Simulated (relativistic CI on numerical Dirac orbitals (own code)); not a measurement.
# The spin-orbit constant of La²⁺ from its measured fine structure

Problem. The ground term ²D of La²⁺ (5p⁶5d) has the measured levels J = 3/2: 0.0, J = 5/2: 1603.2 cm⁻¹ (Martin, Zalubas and Hagan, Atomic Energy Levels: The Rare-Earth Elements, NSRDS-NBS 60 (1978)). Test the interval rule and estimate ζ(5d).

Working.
1. In LS coupling E(J) − E(J − 1) = AJ. The intervals give A = 641.3 (J = 5/2) cm⁻¹.
2. A doublet has one interval, so the rule cannot be tested.
3. The whole width divided by the sum of the upper J values gives a mean A = 641.3 cm⁻¹.
4. For the Hund term of a shell that is less than half full, A = +ζ/2S with 2S = 1, so ζ = 641 cm⁻¹.

Check. The value calculated from Dirac-Coulomb-Breit radial functions of this configuration is ζ = 510 cm⁻¹, 20 % below the estimate from measurement. The same recipe applied to the calculated levels returns 543 cm⁻¹, which shows the bias of the recipe itself.
